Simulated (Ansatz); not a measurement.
HgI2. Charge 0, multiplicity 1. Geometry PBE-D4/def2-TZVP.

```xyz
3

Hg    0.000    0.000    0.000
I     0.325    2.543   -0.445
I    -0.325   -2.543    0.445
```

In the def2 sets Hg, I take a core potential; there is no spin–orbit coupling. LC-ωPBE has ω = 0.4 bohr⁻¹.

Q: Estimate the orbital energies around the gap (eV) in Ansatz with PBE-D4/def2-SVP, BLYP-D4/def2-TZVP, r2SCANh-D4/def2-TZVP, CAM-B3LYP-D4/def2-TZVP, LC-ωPBE/def2-TZVP.

A: 
| orbital | PBE-D4/def2-SVP | BLYP-D4/def2-TZVP | r2SCANh-D4/def2-TZVP | CAM-B3LYP-D4/def2-TZVP | LC-ωPBE/def2-TZVP |
| --- | --- | --- | --- | --- | --- |
| HOMO−9 | -12.61 | -12.23 | -13.66 | -15.92 | -17.38 |
| HOMO−8 | -12.61 | -12.23 | -13.66 | -15.92 | -17.38 |
| HOMO−7 | -12.16 | -11.80 | -13.28 | -15.51 | -16.98 |
| HOMO−6 | -12.16 | -11.80 | -13.28 | -15.51 | -16.98 |
| HOMO−5 | -9.66 | -9.36 | -10.26 | -11.96 | -13.26 |
| HOMO−4 | -8.01 | -7.80 | -8.66 | -10.02 | -11.27 |
| HOMO−3 | -6.91 | -6.80 | -7.70 | -9.38 | -10.74 |
| HOMO−2 | -6.91 | -6.80 | -7.70 | -9.38 | -10.74 |
| HOMO−1 | -6.54 | -6.42 | -7.30 | -8.93 | -10.25 |
| HOMO | -6.54 | -6.42 | -7.30 | -8.93 | -10.25 |
| LUMO | -3.57 | -3.43 | -3.15 | -1.84 | -0.71 |
| LUMO+1 | -1.28 | -1.44 | -1.05 | -0.16 | 0.82 |
| LUMO+2 | -1.28 | -1.44 | -1.05 | -0.16 | 0.82 |
| LUMO+3 | 2.00 | 0.41 | 1.31 | 1.67 | 2.73 |
| LUMO+4 | 2.19 | 1.50 | 2.14 | 2.85 | 3.89 |
| LUMO+5 | 7.17 | 2.35 | 2.98 | 3.51 | 4.36 |
